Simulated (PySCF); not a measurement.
# Property card for `C#CC#CCC(=O)O`

Compound: C6H4O2.
Structure used (GFN2-xTB), in Å, numbered top down from 1:
```
atom  x, y, z in Å
C1     4.055   -0.355   -0.027
C2     2.880   -0.097    0.032
C3     1.554    0.193    0.105
C4     0.383    0.469    0.181
C5    -1.025    0.772    0.271
C6    -1.894   -0.464    0.138
O7    -1.522   -1.585   -0.054
O8    -3.189   -0.138    0.268
H9     5.077   -0.582   -0.078
H10   -1.254    1.241    1.233
H11   -1.317    1.474   -0.516
H12   -3.747   -0.927    0.185
```

Structural features include: carboxylic acid and alkyne.

From GFN2-xTB geometry:

```
Rotational constants A, B, C of the GFN2-xTB geometry : 8.785, 0.803, 0.739 GHz
```

From B3LYP/def2-SVPD ground state and vertical TDDFT (core frozen in the response) (PySCF):

```
Dipole moment                                                     : 2.14 D
HOMO energy                                                       : -7.16 eV
LUMO energy                                                       : -0.91 eV
HOMO–LUMO gap                                                     : 6.25 eV
Lowest singlet excitation                                         : 4.74 eV (262 nm, f = 0.000)
Strongest line among the 8 lowest singlet transitions             : S5 at 5.84 eV (212 nm, f = 0.004)
Lowest triplet excitation (Tamm–Dancoff)                          : 3.86 eV
Static isotropic polarisability                                   : 83.2 au
Electronic spatial extent ⟨r²⟩ about the centre of nuclear charge : 1406 bohr²
```

**PBE0/pcSseg-1 ground state and GIAO shieldings, non-relativistic (PySCF)**

```
Lowest Hirshfeld atomic charge                              : -0.26 e on O7
Highest Hirshfeld atomic charge                             : +0.22 e on C6
13C chemical shifts (computed TMS as zero) by class         : 172.6 (C6), 78.3 (C3), 74.1 (C2), 72.6 (C1), 72.5 (C4), 26.5 (C5) ppm
1H chemical shifts (computed TMS as zero) by class          : 6.18 (H12), 3.45 (H10/H11), 1.24 (H9) ppm
Isotropic shieldings of nuclei other than C and H, by class : -119 (O7), 127 (O8) ppm
Mayer bond orders between heavy atoms                       : C1–C2 2.27, C2–C3 0.95, C3–C4 2.15, C4–C5 1.13, C5–C6 0.97, C6–O7 2.03, C6–O8 1.13
```

B3LYP/pcJ-1 indirect spin-spin coupling, non-relativistic, gas phase; spin–dipole term left out (PySCF):

```
Largest of the computed one-bond spin–spin couplings (means over like bonds) : 13C–1H +271.9 (C1–H9), 13C–13C +223.2 (C3–C4), 13C–13C +216.3 (C1–C2), 13C–13C +173.6 (C2–C3), 13C–1H +139.6 (C5–H10 and 1 like it), 13C–13C +84.0 (C4–C5), 17O–1H -80.8 (O8–H12), 13C–13C +62.0 (C5–C6) Hz
```

Monoisotopic mass from the formula: 108.0211 u.

The vertical singlet–triplet gap S1 − T1 is 0.88 eV (TDDFT singlet less Tamm–Dancoff triplet). The principal polarisabilities are 48.1, 60.0 and 141.5 au; their mean is the isotropic value. With B = h/(8π²I), that is 505.379 GHz u Å² over I, the principal moments of inertia are 57.5, 629.6 and 683.9 u Å² (most abundant isotopes); the inertial defect Ic − Ia − Ib is -3.2 u Å² (zero for a rigid planar frame, negative otherwise). No computed singlet falls in the visible range (750 to 380 nm, 1.65 to 3.26 eV); S1 lies 1.48 eV above its blue end. The rotational constants make it an asymmetric top with κ = (2B − A − C)/(A − C) = -0.98, nearer the prolate limit (−1). The largest Löwdin shares of the HOMO are 0.25 on C1, 0.24 on C4, 0.20 on C3 and 0.20 on C2. The polarisability is 12.33 Å³ as a volume (1 au = 0.148185 Å³), or 1.49 au for each of the 56 electrons.

One conformer stands for the species.
